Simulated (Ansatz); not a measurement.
Consider the redistribution: `C#C[SiH2]C=O` + `C[Si](F)(F)CO` → `C#C[SiH2]CO` + `C[Si](F)(F)C=O`.

Calculated with Ansatz (gas phase, PBE0-D4/def2-TZVP geometries, no zero-point term in ΔE). CCSD(T)/CBS is the MP2 limit (def2-TZVPP, def2-QZVPP) plus CCSD(T) − MP2 in def2-TZVPP, frozen cores. Functionals use def2-TZVPP. Each species was taken in one conformer, which may not be the lowest.

`C#C[SiH2]C=O`:

```xyz
9

C    -1.465    0.444   -1.934
C    -0.820   -0.079   -1.060
Si    0.177   -0.789    0.287
C     1.017    0.641    1.275
O     1.713    0.394    2.226
H    -2.038    0.900   -2.710
H    -0.684   -1.553    1.220
H     1.244   -1.658   -0.265
H     0.856    1.699    0.960
```

`C[Si](F)(F)CO`:

Cartesian coordinates in Å:
```
C -0.026 -0.001 1.745
Si -0.458 0.601 0.060
F -1.945 0.131 -0.295
F -0.466 2.195 0.033
C 0.618 -0.046 -1.325
O 0.453 -1.458 -1.446
H -0.782 0.303 2.473
H 0.939 0.400 2.064
H 0.039 -1.091 1.747
H 1.675 0.125 -1.104
H 0.414 0.474 -2.271
H -0.462 -1.634 -1.680
```

`C#C[SiH2]CO`:

Cartesian coordinates in Å:
```
C 1.773 0.969 1.545
C 0.693 0.856 1.017
Si -0.898 0.595 0.150
C -0.681 -1.006 -0.830
O 0.507 -0.985 -1.605
H 2.720 1.083 2.021
H -1.993 0.489 1.149
H -1.139 1.754 -0.744
H -0.708 -1.870 -0.150
H -1.513 -1.130 -1.528
H 1.239 -0.756 -1.023
```

`C[Si](F)(F)C=O`:

Cartesian coordinates in Å:
```
C -1.049 -0.465 0.882
Si 0.488 0.355 0.313
F 0.468 1.914 0.633
F 1.769 -0.236 1.048
C 0.777 0.167 -1.570
O -0.019 -0.441 -2.244
H -1.917 -0.041 0.373
H -1.015 -1.533 0.659
H -1.178 -0.336 1.959
H 1.677 0.616 -2.053
```

| species | r2SCAN-D4 energy (Eh) |
| --- | --- |
| `C#C[SiH2]C=O` | -481.30092 |
| `C[Si](F)(F)CO` | -644.35436 |
| `C#C[SiH2]CO` | -482.52254 |
| `C[Si](F)(F)C=O` | -643.13021 |

Task: Work out ΔE.

Result: ΔE = (-482.52254) + (-643.13021) − (-481.30092) − (-644.35436) = 0.00253 Eh = +6.6 kJ/mol. CCSD(T)/CBS gives +3.7 kJ/mol.

Largest T1 diagnostic among the species: 0.015.
